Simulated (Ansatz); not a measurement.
This geometry of GeH4O (6 atoms, charge 0, multiplicity 1) is a first-order saddle point.

Theory: RKS r2SCAN-D4/def2-SVP (Ansatz).

```xyz
6
Properties=species:S:1:pos:R:3
Ge 0.303 -0.078 -0.533
H 0.390 -0.057 1.222
H 1.453 0.195 0.482
O -0.756 1.344 -0.793
H -1.516 1.336 -0.197
H -0.494 -1.347 -0.164
```

**Question.** Which two structures does it join? (They come from a converged band through this point; their orientation in space is the band's.)

**Answer.** Bonds broken: Ge1–H2, Ge1–H3. Bonds formed: H2–H3. GeH4O becomes GeH2O + H2.

Initial state:

```xyz
6
Properties=species:S:1:pos:R:3
Ge 0.209 -0.045 0.130
H 0.099 0.051 1.664
H 1.661 0.093 -0.327
O -0.621 1.333 -0.646
H -1.568 1.339 -0.456
H -0.399 -1.378 -0.348
```

Final state:

```xyz
6
Properties=species:S:1:pos:R:3
Ge 0.105 -0.157 -1.082
H 1.011 -0.149 1.426
H 1.573 0.181 1.028
O -0.884 1.333 -0.937
H -1.642 1.246 -0.342
H -0.783 -1.062 -0.076
```

**Question.** How far does it lie above each of them?

**Answer.** 2.41 eV above the first and 1.12 eV above the second. This is the barrier of this one path; another mechanism may lie lower. The orbitals stay closed-shell, which can raise the energy where a bond breaks towards radicals; this wasn't checked here.

Run time: 2.3 min on 1 thread of Arm Neoverse V2, on a shared host, peak memory 0.12 GiB.
